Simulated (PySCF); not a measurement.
C₅H₄O₂, SMILES O=C1C(OC1)=C=C.

The structure is a stationary point at PBE0-D3(BJ)/def2-SVP. This is a generated structure with no PubChem entry under its InChIKey; it may be hypothetical.

Two levels are set side by side: PBE/def2-TZVP (PySCF) and PBE0/def2-TZVP (PySCF). Same geometry, gas phase. Differences are taken from unrounded values.

```
quantity                      PBE0
---------------------------  -----
orbital gap (eV)              5.27
highest occupied level (eV)  -7.10
lowest empty level (eV)      -1.83
dipole moment (D)             1.36
mean polarisability (bohr³)   69.1
```

Question: What does PBE give, and how far is it from PBE0? (The exact figures need the calculation; the answer reports its results.)

Answer: 
```tsv
quantity	PBE	PBE minus PBE0
orbital gap (eV)	3.11	-2.16
highest occupied level (eV)	-5.88	1.22
lowest empty level (eV)	-2.77	-0.94
dipole moment (D)	1.33	-0.03
mean polarisability (bohr³)	71.7	2.6
```

Without exact exchange PBE keeps part of each electron's self-repulsion, which lifts occupied levels and narrows the gap. Loosely held outer electrons make PBE densities more polarisable. Differences between two approximate levels are no errors against the true value.

Rough cost on one machine, each run with all the roots and properties that it gave: PBE0 against PBE within a factor of 2.
